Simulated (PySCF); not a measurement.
Compound: C3H10Si2.
Bonds: C1–C2, C2–Si3, Si3–Si4, Si4–C5, C1–C5. Hydrogens: H6, H7 on C1; H8, H9 on C2; H10, H11 on Si3; H12, H13 on Si4; H14, H15 on C5.

Method: PySCF 2.14.0, PBE0-D3(BJ)/def2-SVP geometry optimisation, gas phase; density fitting, grid level 1; the optimiser is geomeTRIC in internal coordinates, started from a GFN2-xTB structure.

Step 0: E = -19011.8827 eV
```
atom  x, y, z in Å  |  force x, y, z in eV/Å
C1     -0.7317   -0.3011   -1.0518    0.040  -0.002   0.393
C2     -1.1150    0.8750   -0.1519    0.338  -0.169  -0.201
Si3     0.4356    1.4598    0.8104   -0.658   0.016  -0.242
Si4     1.4558   -0.6118    0.6877   -0.408  -0.521  -0.263
C5     -0.0060   -1.3966   -0.2696    0.070   0.386  -0.164
H6     -1.6276   -0.7129   -1.5279   -0.193  -0.084  -0.232
H7     -0.0771    0.0595   -1.8512    0.156   0.095  -0.340
H8     -1.5635    1.6643   -0.7558   -0.123   0.421  -0.085
H9     -1.8828    0.5475    0.5527   -0.211  -0.060   0.357
H10     1.0736    2.5762    0.0985    0.383   0.284  -0.288
H11     0.0385    1.9807    2.1241   -0.012   0.079   0.575
H12     2.6840   -0.7161   -0.1131    0.443   0.159  -0.301
H13     1.7027   -1.3663    1.9223    0.090  -0.106   0.568
H14    -0.7052   -1.8556    0.4328   -0.166  -0.151   0.364
H15     0.3099   -2.1866   -0.9511    0.250  -0.346  -0.142
```

Step 1: E = -19011.9734 eV
```
atom  x, y, z in Å  |  force x, y, z in eV/Å
C1     -0.7413   -0.3051   -1.0636    0.024   0.008   0.141
C2     -1.1290    0.8811   -0.1612    0.036  -0.097  -0.124
Si3     0.4145    1.4628    0.8061   -0.191   0.222   0.023
Si4     1.4455   -0.6309    0.6826    0.058  -0.295  -0.008
C5     -0.0101   -1.4107   -0.2800   -0.057   0.091  -0.111
H6     -1.6396   -0.7176   -1.5545    0.021   0.010  -0.031
H7     -0.0847    0.0572   -1.8758   -0.020  -0.009  -0.011
H8     -1.5751    1.6985   -0.7510    0.009   0.001   0.034
H9     -1.8966    0.5603    0.5648    0.027   0.007   0.026
H10     1.1121    2.5760    0.0838    0.052  -0.079  -0.002
H11     0.0538    1.9717    2.1686    0.057  -0.059  -0.009
H12     2.7073   -0.6847   -0.1255   -0.031   0.089   0.010
H13     1.7085   -1.3519    1.9696   -0.014   0.085   0.001
H14    -0.7031   -1.8745    0.4438    0.024   0.018   0.030
H15     0.3290   -2.2162   -0.9517    0.004   0.007   0.031
```

Question: Estimate the geometry and energy of step 2. (The exact step hangs on the optimiser's Hessian estimate; all steps are aligned on step 1, rigid shifts and turns removed.)

Answer: E = -19011.9807 eV, largest force 0.102 eV/Å
```
atom  x, y, z in Å  |  force x, y, z in eV/Å
C1     -0.7431   -0.3059   -1.0652    0.015   0.009   0.040
C2     -1.1315    0.8787   -0.1651   -0.008  -0.012  -0.044
Si3     0.4070    1.4622    0.8048   -0.034   0.088   0.034
Si4     1.4405   -0.6370    0.6812    0.050  -0.086   0.021
C5     -0.0136   -1.4109   -0.2840   -0.014   0.001  -0.044
H6     -1.6396   -0.7175   -1.5608    0.014   0.007  -0.007
H7     -0.0878    0.0561   -1.8791   -0.010  -0.006   0.011
H8     -1.5778    1.6993   -0.7501   -0.006  -0.022   0.014
H9     -1.8955    0.5592    0.5662    0.022   0.003  -0.002
H10     1.1290    2.5598    0.0835    0.011  -0.045  -0.002
H11     0.0662    1.9606    2.1754    0.012  -0.025  -0.023
H12     2.7053   -0.6617   -0.1228   -0.029   0.036   0.005
H13     1.7077   -1.3354    1.9787   -0.016   0.028  -0.018
H14    -0.7029   -1.8729    0.4454    0.016   0.017  -0.001
H15     0.3274   -2.2186   -0.9521   -0.023   0.008   0.016
```

The energy changes by -0.0073 eV. The first-order estimate −F·Δx gives -0.0112 eV and the mean of the old and new forces, exact on a quadratic surface, -0.0072 eV. The step makes an angle of 62° with the force vector and moves no atom by more than 0.023 Å.

What follows is the cost of the whole optimisation. Time: 30 s wall; peak memory 0.50 GiB. Hardware: one thread, Arm Neoverse V1 (aarch64), on a shared host.
